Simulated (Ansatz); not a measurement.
Program: Ansatz. Geometries: PBE0-D4/def2-TZVP. ΔE: electronic, gas phase. CCSD(T)/CBS is the MP2 limit (def2-TZVPP, def2-QZVPP) plus CCSD(T) − MP2 in def2-TZVPP, frozen cores. This one scheme is used for every species. Functionals use def2-TZVPP. For Ge outer-core shells are correlated without core-valence functions, which leaves a few kJ/mol of doubt a bond. Scalar relativity is left out up to krypton. Each species was taken in one conformer, which may not be the lowest.

Consider the cleavage of the Ge–Si bond: `ClB1C[SiH]1[GeH3]` + `C[SiH2]O` → `C[SiH2][O][GeH3]` + `ClB1C[SiH2]1`.

`ClB1C[SiH]1[GeH3]`:

Cartesian coordinates in Å:
```
Cl 2.527 1.793 0.971
B 0.878 1.519 0.545
C -0.391 1.183 1.298
Si -0.355 0.499 -0.543
Ge 0.042 -1.784 -1.035
H -1.230 1.874 1.182
H -0.403 0.693 2.270
H -1.492 1.115 -1.269
H 1.166 -2.300 -0.122
H -1.217 -2.637 -0.798
H 0.476 -1.955 -2.500
```

`C[SiH2]O`:

Cartesian coordinates in Å:
```
C -0.214 -1.153 -0.019
Si -0.279 0.708 0.017
O 1.147 1.384 0.503
H -1.190 -1.560 -0.301
H 0.051 -1.554 0.963
H 0.519 -1.514 -0.745
H -1.281 1.177 1.005
H -0.654 1.205 -1.339
H 1.900 1.307 -0.083
```

`C[SiH2][O][GeH3]`:

Cartesian coordinates in Å:
```
C -0.531 -0.818 -2.025
Si -0.174 -0.816 -0.202
O 0.173 0.714 0.269
Ge 0.597 1.455 1.824
H -1.383 -0.174 -2.254
H -0.767 -1.830 -2.365
H 0.332 -0.460 -2.590
H 0.978 -1.716 0.103
H -1.352 -1.328 0.560
H 0.785 2.948 1.531
H 1.897 0.812 2.336
H -0.556 1.214 2.813
```

`ClB1C[SiH2]1`:

```xyz
8

Cl    0.662    2.589    0.768
B    -0.009    1.053    0.356
C    -0.072    0.217   -0.903
Si   -0.039   -0.835    0.748
H    -1.066   -0.115   -1.217
H     0.598    0.335   -1.752
H    -1.247   -1.688    0.786
H     1.173   -1.555    1.213
```

```json
{"species": "`ClB1C[SiH]1[GeH3]`", "PBE energy (Eh)": "-2892.53882"}
{"species": "`C[SiH2]O`", "PBE energy (Eh)": "-406.24600"}
{"species": "`C[SiH2][O][GeH3]`", "PBE energy (Eh)": "-2484.13990"}
{"species": "`ClB1C[SiH2]1`", "PBE energy (Eh)": "-814.64255"}
```

(1) Work out ΔE.

Largest T1 diagnostic among the species: 0.013.

Results:

(1) ΔE = (-2484.13990) + (-814.64255) − (-2892.53882) − (-406.24600) = 0.00237 Eh = +6.2 kJ/mol. CCSD(T)/CBS gives -8.9 kJ/mol.

In def2-TZVPP, CCSD(T) changes the Hartree–Fock value by +24.1 kJ/mol (the triples alone add +2.9 kJ/mol) and MP2 by +22.8 kJ/mol. From PBE to PBE0 (25 % exact exchange), in def2-TZVPP and without D4, ΔE moves by −4.7 kJ/mol.
